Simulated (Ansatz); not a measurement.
Consider the cleavage of the Si–Ga bond: `[NH2][GaH][SiH2]O` + HI → `O[SiH2]I` + `[NH2][GaH2]`.

Gas-phase electronic energies from Ansatz, PBE0-D4/def2-TZVP geometries. CBS: MP2 limit from def2 TZ/QZ plus the TZ coupled-cluster correction, frozen cores. Elements past krypton have def2 core potentials. For Ga, I outer-core shells are correlated without core-valence functions, which leaves a few kJ/mol of doubt a bond. Scalar relativity is left out up to krypton. Each species was taken in one conformer, which may not be the lowest.

```
            species  CCSD(T)/CBS(def2) energy (Eh)
`[NH2][GaH][SiH2]O`                    -2346.56634
                 HI                     -298.03592
         `O[SiH2]I`                     -663.58059
      `[NH2][GaH2]`                    -1981.05479
```

(1) Work out ΔE.

Largest T1 diagnostic among the species: 0.014.

Answers

(1) ΔE = (-663.58059) + (-1981.05479) − (-2346.56634) − (-298.03592) = -0.03312 Eh = -0.90 eV.

From PBE to PBE0 (25 % exact exchange), in def2-TZVPP and without D4, ΔE moves by −0.06 eV. In def2-TZVPP, CCSD(T) changes the Hartree–Fock value by +0.18 eV (the triples alone add +0.00 eV) and MP2 by +0.04 eV.
